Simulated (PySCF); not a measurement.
Sn, triplet (core potentials on Sn); DF-HF/def2-TZVPD run with PySCF.

PySCF was given this input:
```python
from pyscf import gto, scf

mol = gto.M(
    atom='''
Sn    0.000000    0.000000    0.000000
''',
    basis='def2-tzvpd',
    ecp={'Sn': 'def2-tzvpd'},
    charge=0,
    spin=2,
    verbose=4,
)

mf = scf.UHF(mol)
mf = mf.density_fit(auxbasis='def2-universal-jkfit')
mf.kernel()
```

The log (banner, timings and long lists left out):

```
PySCF version 2.14.0

[INPUT] verbose = 4
[INPUT] num. atoms = 1
[INPUT] num. electrons = 22
[INPUT] charge = 0
[INPUT] spin (= nelec alpha-beta = 2S) = 2
[INPUT] symmetry False subgroup None
[INPUT] Mole.unit = angstrom
[INPUT] Symbol           X                Y                Z      unit          X                Y                Z       unit  Magmom
[INPUT]  1 Sn     0.000000000000   0.000000000000   0.000000000000 AA    0.000000000000   0.000000000000   0.000000000000 Bohr   0.0

nuclear repulsion = 0
number of shells = 18
number of NR pGTOs = 97
number of NR cGTOs = 56
basis = def2-tzvpd
ecp = {'Sn': 'def2-tzvpd'}

******** <class 'pyscf.df.df_jk.DFUHF'> ********
method = DFUHF
initial guess = minao
damping factor = 0
level_shift factor = 0
DIIS = <class 'pyscf.scf.diis.CDIIS'>
diis_start_cycle = 1
diis_space = 8
diis_damp = 0
SCF conv_tol = 1e-09
SCF conv_tol_grad = None
SCF max_cycles = 50
direct_scf = False
number electrons alpha = 12  beta = 10
Set gradient conv threshold to 3.16228e-05
******** <class 'pyscf.df.df.DF'> ********
auxbasis = def2-universal-jkfit
init E= -175.810352727171

cycle= 1 E= -212.908220535373  delta_E= -37.1  |g|= 1.37  |ddm|= 21.7
cycle= 2 E= -213.266883228823  delta_E= -0.359  |g|= 0.582  |ddm|= 2.99
cycle= 3 E= -213.338473922225  delta_E= -0.0716  |g|= 0.0565  |ddm|= 0.662
cycle= 4 E= -213.339799486108  delta_E= -0.00133  |g|= 0.00801  |ddm|= 0.114
cycle= 5 E= -213.339915527612  delta_E= -0.000116  |g|= 0.00167  |ddm|= 0.0457
cycle= 6 E= -213.339921488639  delta_E= -5.96e-06  |g|= 0.000306  |ddm|= 0.0136
cycle= 7 E= -213.339921675807  delta_E= -1.87e-07  |g|= 4.64e-05  |ddm|= 0.00249
cycle= 8 E= -213.339921679587  delta_E= -3.78e-09  |g|= 8.61e-06  |ddm|= 0.000174
cycle= 9 E= -213.339921679674  delta_E= -8.73e-11  |g|= 6.47e-07  |ddm|= 2.76e-05
Extra cycle  E= -213.339921679675  delta_E= -2.56e-13  |g|= 2.01e-07  |ddm|= 2.57e-06
converged SCF energy = -213.339921679675  <S^2> = 2.0118494  2S+1 = 3.0078892
```
